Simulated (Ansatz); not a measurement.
Nudged elastic band run: FGeHS

Input:

```yaml
crystal:
  periodic: [false, false, false]
  atoms:
    - { symbol: F, position_ang: [-1.911262, 0.471018, 0.573044] }
    - { symbol: Ge, position_ang: [-0.304625, -0.063417, 1.041715] }
    - { symbol: S, position_ang: [0.532482, -0.02665, -1.030085] }
    - { symbol: H, position_ang: [1.739005, -0.44125, -0.604874] }
basis:
  gaussian: { orbitals: def2-TZVP }
hamiltonian:
  xc: pbe0
  dispersion: d4
neb:
  order_check: false
  images: 9
  f_tol: 0.05
  max_iterations: 60
  final_atoms:
    - { symbol: F, position_ang: [-1.54191231, 0.41826643, 0.1398933] }
    - { symbol: Ge, position_ang: [-0.30403197, -0.09283861, 1.28566272] }
    - { symbol: S, position_ang: [1.34346256, -0.3753531, -0.20840604] }
    - { symbol: H, position_ang: [0.55808172, -0.01037373, -1.23734998] }
  initial_path:
    images:
      - { positions_ang: [[-1.911262, 0.471018, 0.573044], [-0.304625, -0.063417, 1.041715], [0.532482, -0.02665, -1.030085], [1.739005, -0.44125, -0.604874]] }
      - { positions_ang: [[-1.90542302, 0.36998223, 0.57899516], [-0.30469676, 0.04114527, 1.02717597], [0.60606059, 0.07224215, -1.00313496], [1.65965919, -0.54366865, -0.62323616]] }
      - { positions_ang: [[-1.89958405, 0.26894646, 0.58494632], [-0.30476853, 0.14570755, 1.01263694], [0.67963919, 0.17113429, -0.97618493], [1.58031339, -0.6460873, -0.64159833]] }
      - { positions_ang: [[-1.89374507, 0.1679107, 0.59089748], [-0.30484029, 0.25026982, 0.99809791], [0.75321778, 0.27002644, -0.94923489], [1.50096758, -0.74850595, -0.65996049]] }
      - { positions_ang: [[-1.88790609, 0.06687493, 0.59684864], [-0.30491206, 0.35483209, 0.98355888], [0.82679638, 0.36891858, -0.92228485], [1.42162177, -0.8509246, -0.67832266]] }
      - { positions_ang: [[-1.88206711, -0.03416084, 0.60279979], [-0.30498382, 0.45939437, 0.96901984], [0.90037497, 0.46781073, -0.89533482], [1.34227596, -0.95334326, -0.69668482]] }
      - { positions_ang: [[-1.81403615, 0.05632461, 0.5102185], [-0.30479345, 0.34894777, 1.03234842], [0.98899249, 0.29917796, -0.75794906], [1.18543711, -0.76474935, -0.80481785]] }
      - { positions_ang: [[-1.74600519, 0.14681007, 0.4176372], [-0.30460308, 0.23850118, 1.09567699], [1.07761001, 0.1305452, -0.62056331], [1.02859827, -0.57615544, -0.91295088]] }
      - { positions_ang: [[-1.67797423, 0.23729552, 0.3250559], [-0.30441271, 0.12805458, 1.15900557], [1.16622753, -0.03808757, -0.48317755], [0.87175942, -0.38756154, -1.02108392]] }
      - { positions_ang: [[-1.60994327, 0.32778097, 0.2324746], [-0.30422234, 0.01760799, 1.22233414], [1.25484504, -0.20672033, -0.3457918], [0.71492057, -0.19896763, -1.12921695]] }
      - { positions_ang: [[-1.54191231, 0.41826643, 0.1398933], [-0.30403197, -0.09283861, 1.28566272], [1.34346256, -0.3753531, -0.20840604], [0.55808172, -0.01037373, -1.23734998]] }
```

Command:

```bash
$ ansatz run input.yaml --threads 2 --pin off --max-ram 3072MiB --backend cpu --events-out ev --progress --plain --runs-dir out
```

Output, in part (warnings, iteration lines, the closing report on the highest movable image, with atoms numbered from 0):

```
NEB end point (image 0): max|allowed force component| = 4.366e-3 eV/Å (the criterion of neb.relax_end_points is 1.000e-2)
NEB end point (image 10): max|allowed force component| = 2.675e-3 eV/Å (the criterion of neb.relax_end_points is 1.000e-2)
NEB iter   1: max|band force component| = 8.624e1 eV/Å  barrier→ = 21.4237 eV  barrier← = 21.4071 eV  Δτ_max = 0.2000 Å  (285 SCF iters)
NEB iter   2: max|band force component| = 3.542e1 eV/Å  barrier→ = 7.8473 eV  barrier← = 7.8306 eV  Δτ_max = 0.2000 Å  (304 SCF iters)
NEB iter   3: max|band force component| = 1.717e1 eV/Å  barrier→ = 3.2509 eV  barrier← = 3.2343 eV  Δτ_max = 0.2000 Å  (287 SCF iters)
NEB iter   4: max|band force component| = 7.346e0 eV/Å  barrier→ = 1.0724 eV  barrier← = 1.0557 eV  Δτ_max = 0.1100 Å  (297 SCF iters)
NEB iter   5: max|band force component| = 3.121e0 eV/Å  barrier→ = 0.5180 eV  barrier← = 0.5013 eV  Δτ_max = 0.1955 Å  (279 SCF iters)
NEB iter   6: max|band force component| = 1.396e0 eV/Å  barrier→ = 0.4273 eV  barrier← = 0.4106 eV  Δτ_max = 0.1140 Å  (290 SCF iters)
NEB iter   7: max|band force component| = 6.847e-1 eV/Å  barrier→ = 0.4335 eV  barrier← = 0.4169 eV  Δτ_max = 0.0533 Å  (285 SCF iters)
NEB iter   8: max|band force component| = 3.781e-1 eV/Å  barrier→ = 0.4333 eV  barrier← = 0.4166 eV  CI = image 5  Δτ_max = 0.0335 Å  (271 SCF iters)
NEB iter   9: max|band force component| = 2.303e-1 eV/Å  barrier→ = 0.4329 eV  barrier← = 0.4163 eV  CI = image 5  Δτ_max = 0.0177 Å  (272 SCF iters)
NEB iter  10: max|band force component| = 5.554e-2 eV/Å  barrier→ = 0.4329 eV  barrier← = 0.4163 eV  CI = image 5  Δτ_max = 0.0023 Å  (241 SCF iters)
NEB iter  11: max|band force component| = 1.121e-2 eV/Å  barrier→ = 0.4329 eV  barrier← = 0.4163 eV  CI = image 5  Δτ_max = 0.0000 Å  (453 SCF iters)
Total energy: -70076.22436650 eV, -2575.2537460982 hartree
Atom 0 at    -1.817713    -0.069596     0.509195 Å, force    -0.003245    -0.001300    -0.001201 eV/Å
Atom 1 at    -0.241732     0.475977     1.055431 Å, force     0.003676     0.001115     0.000701 eV/Å
Atom 2 at     0.886409     0.403792    -0.929352 Å, force    -0.000013    -0.000036     0.000332 eV/Å
Atom 3 at     1.228637    -0.870473    -0.655474 Å, force    -0.000418     0.000221     0.000168 eV/Å
Dipole moment:     0.241374    -0.015111     0.355921 e Å
```

It converged. A vibrational analysis at the climbing image gives one clearly imaginary mode, 386i cm⁻¹: a first-order saddle point.

Final band (atoms are numbered from 1 in the order of the input):

```json
{"image": "0", "path coordinate (Å)": "0.00", "energy (eV)": "0.00", "dihedral F1–Ge2–S3–H4 (°)": "-180"}
{"image": "1", "path coordinate (Å)": "0.24", "energy (eV)": "0.04", "dihedral F1–Ge2–S3–H4 (°)": "-162"}
{"image": "2", "path coordinate (Å)": "0.48", "energy (eV)": "0.15", "dihedral F1–Ge2–S3–H4 (°)": "-144"}
{"image": "3", "path coordinate (Å)": "0.72", "energy (eV)": "0.28", "dihedral F1–Ge2–S3–H4 (°)": "-126"}
{"image": "4", "path coordinate (Å)": "0.96", "energy (eV)": "0.39", "dihedral F1–Ge2–S3–H4 (°)": "-108"}
{"image": "5", "path coordinate (Å)": "1.20", "energy (eV)": "0.43", "dihedral F1–Ge2–S3–H4 (°)": "-90"}
{"image": "6", "path coordinate (Å)": "1.44", "energy (eV)": "0.39", "dihedral F1–Ge2–S3–H4 (°)": "-72"}
{"image": "7", "path coordinate (Å)": "1.67", "energy (eV)": "0.28", "dihedral F1–Ge2–S3–H4 (°)": "-54"}
{"image": "8", "path coordinate (Å)": "1.91", "energy (eV)": "0.15", "dihedral F1–Ge2–S3–H4 (°)": "-35"}
{"image": "9", "path coordinate (Å)": "2.14", "energy (eV)": "0.05", "dihedral F1–Ge2–S3–H4 (°)": "-16"}
{"image": "10", "path coordinate (Å)": "2.38", "energy (eV)": "0.02", "dihedral F1–Ge2–S3–H4 (°)": "0"}
```

Time of the run: 2.5 min on 2 threads of Intel(R) Xeon(R) Platinum 8375C CPU @ 2.90GHz (Ice Lake), with other jobs on the host, peak memory 0.3 GiB.
